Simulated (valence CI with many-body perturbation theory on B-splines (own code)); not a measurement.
# Sr XXXII: input, log and results

Calculated by configuration interaction combined with many-body perturbation theory (CI+MBPT): five valence electrons over a frozen Dirac-Fock core [He], radial functions for each j: 9 s, 9 p, 8 d, 6 f, 3 g, 1 h, with the one-electron correlation potential Σ1 (screened to all orders), the two-electron term Σ2, the three-electron term Σ3, Breit, model QED; selected single and double excitations, second order for the rest (own B-spline code, finite nucleus).

Command, and the settings that its task file holds:

```sh
python run_cv.py task.json out
```

```
atom Sr  Z=38  mass_number=88  rms_radius_fm=4.2240
core [He]
valence 2s2 2p3
avg = 1
basis = M
breit = 1
cap = 40000
capref = 1200
cscale = 1
de = 0.0
dress = 0
eps = 2e-08
h = 0.27
hh = 1
l2 = 3
lcore = 6
maxit = 60
n2 = 5
natural = 1
nlev = 45
nno = [5, 5, 5, 4, 2, 1]
nroot = 26
nsp = [4, 4, 3, 2, 1, 0]
pt2 = 1
qed = 1
rpa = 1
s1 = 1
s2 = 1
s3 = 1
screen = 1
tol = 2e-05
```

Task: Roughly how long does this run take on one core of Arm Neoverse V1, and how much memory?

Result: 4 min on 1 thread of Arm Neoverse V1, on a shared host, peak memory 1.3 GiB.

Log. The first blocks belong to the next ion, which gives the ionisation energy. Fields: 2J, parity (1 odd), roots, reference size, generating configurations, candidates as configurations/state functions, variational space P, stored matrix elements, Davidson steps; e2 is the range of second-order energies in hartree. The first line gives the box (bohr), its intervals, the orbitals and the steps of their self-consistent field. Window is the range of levels sought, series limit the energy at which the first omitted orbital would enter, core excitation an estimate of the first excitation out of the core, left out the lowest levels not solved, and shifts from estimates the range by which levels moved from their first estimate, all in cm⁻¹.

```
rmax 2.6 intervals 57 orbitals 63 references ['2s2 2p3', '2s 2p4', '2p5'] scf 4 t 0.5
2J=0 par=0 roots 2 ref 28 generators 4 cand 3355/4621 P 2218/3102 nnz 1.2e+06 it 5
2J=0 par=0 roots 2 ref 28 generators 6 cand 3819/6135 P 2691/3783 nnz 1.7e+06 it 4
   second order: generators 10 cand 9456/16486 e2 -0.00003 -0.00002
reference levels 581, estimated 452, window 18632770 1/cm; series limit 26095906, core excitation 115523996
2J=3 par=1 roots 19 ref 87 generators 23 cand 28497/213618 P 1992/7998 nnz 5e+06 it 8
2J=3 par=1 roots 19 ref 87 generators 25 cand 31013/244502 P 7205/39993 nnz 8e+07 it 9
   second order: generators 55 cand 66502/617756 e2 -0.01177 -0.00101
2J=5 par=1 roots 12 ref 72 generators 18 cand 29111/257251 P 1836/7997 nnz 5.7e+06 it 7
2J=5 par=1 roots 12 ref 72 generators 21 cand 34410/322454 P 6359/39992 nnz 8.4e+07 it 9
   second order: generators 45 cand 65403/783099 e2 -0.01047 -0.00166
2J=1 par=1 roots 13 ref 58 generators 21 cand 25582/120530 P 2721/8000 nnz 4.2e+06 it 6
2J=1 par=1 roots 13 ref 58 generators 22 cand 25869/122548 P 9939/40000 nnz 6.9e+07 it 9
   second order: generators 49 cand 58850/352555 e2 -0.00313 -0.00028
2J=5 par=0 roots 17 ref 79 generators 22 cand 29956/260016 P 1935/8000 nnz 5.7e+06 it 6
2J=5 par=0 roots 17 ref 79 generators 25 cand 35086/377153 P 6411/40000 nnz 8.5e+07 it 7
   second order: generators 59 cand 78654/975342 e2 -0.01096 -0.00337
2J=3 par=0 roots 20 ref 86 generators 22 cand 29268/215700 P 1914/7998 nnz 5.6e+06 it 7
2J=3 par=0 roots 20 ref 86 generators 24 cand 32643/276351 P 6889/39982 nnz 8e+07 it 8
   second order: generators 58 cand 75435/795925 e2 -0.01033 -0.00222
2J=1 par=0 roots 15 ref 59 generators 23 cand 26320/121763 P 2761/7998 nnz 4.5e+06 it 11
2J=1 par=0 roots 15 ref 59 generators 24 cand 26836/123169 P 9919/39998 nnz 7.1e+07 it 9
   second order: generators 53 cand 61093/374357 e2 -0.00216 -0.00026
2J=7 par=1 roots 5 ref 44 generators 11 cand 23240/224254 P 1903/7998 nnz 5.4e+06 it 6
2J=7 par=1 roots 5 ref 44 generators 11 cand 22124/219380 P 6081/39992 nnz 9.1e+07 it 8
   second order: generators 27 cand 54683/721124 e2 -0.00436 -0.00177
2J=7 par=0 roots 7 ref 46 generators 12 cand 24029/226707 P 1856/8000 nnz 5.6e+06 it 7
2J=7 par=0 roots 7 ref 46 generators 14 cand 27359/322998 P 5805/40000 nnz 9.7e+07 it 8
   second order: generators 34 cand 58680/856117 e2 -0.00617 -0.00216
2J=9 par=0 roots 3 ref 22 generators 5 cand 13575/126091 P 1809/8000 nnz 6.2e+06 it 5
2J=9 par=0 roots 3 ref 22 generators 6 cand 14937/174242 P 5419/39989 nnz 1.2e+08 it 5
   second order: generators 18 cand 38380/539174 e2 -0.00071 -0.00050
2J=9 par=1 roots 2 ref 17 generators 4 cand 12107/122137 P 1439/8000 nnz 8.1e+06 it 4
2J=9 par=1 roots 2 ref 17 generators 4 cand 11342/116652 P 4430/36003 nnz 1.3e+08 it 5
   second order: generators 8 cand 23472/298851 e2 -0.00063 -0.00024
2J=11 par=1 roots 1 ref 4 generators 1 cand 5486/57328 P 1545/7994 nnz 7.8e+06 it 5
2J=11 par=1 roots 1 ref 4 generators 1 cand 4697/51836 P 3597/29118 nnz 9.9e+07 it 5
   second order: generators 5 cand 15640/198646 e2 -0.00012 -0.00012
left out: unestimated 24023873, estimated 19608914, shifts from estimates -230 to 369
operators 0.2
```

The Davidson iterations converged.

The last digits are not significant, and no measured levels were compared; by estimate large intervals hold to a few tenths of a per cent, small ones and those within an open d or f shell to about a per cent. Among the levels kept, up to 1500 cm⁻¹ of a level comes from second order outside the variational space, and about a tenth of that is noise between levels of different J, which matters for small intervals.

```
Valence energy                            : -779.0064 hartree
Ionisation energy                         : 3824 eV (NIST: 3830 ± 30 eV (semi-empirical))
Reference configurations for the orbitals : 2s2 2p3, 2s 2p4, 2p5
Radial orbitals                           : 63
Box radius                                : 2.634 bohr
Largest variational space                 : 40000
Lowest levels                             : (2s^2 2p1/2^2 2p3/2) J=3/2 0.000, (2s^2 2p1/2 2p3/2^2) J=3/2 4.509, (2s^2 2p1/2 2p3/2^2) J=5/2 5.528, (2s^2 2p1/2 2p3/2^2) J=1/2 6.855, (2s^2 2p3/2^3) J=3/2 11.321, (2s 2p1/2^2 2p3/2^2) J=5/2 14.406, (2s 2p1/2^2 2p3/2^2) J=3/2 17.141, (2s 2p1/2^2 2p3/2^2) J=1/2 17.177, (2s 2p1/2 2p3/2^3) J=3/2 [a] 20.487, (2s 2p1/2 2p3/2^3) J=5/2 21.787, (2s 2p1/2 2p3/2^3) J=1/2 23.300, (2s 2p1/2 2p3/2^3) J=3/2 [b] 24.129, (2s 2p3/2^4) J=1/2 29.042, (2p1/2^2 2p3/2^3) J=3/2 35.165 Ry
```

Levels are named by their leading jj configuration (3d3/2^4 stands for four electrons in 3d with j = 3/2), which in mixed levels can hold well under half, so a name can repeat and another be missing. Letters in brackets count levels of one name in rising energy.
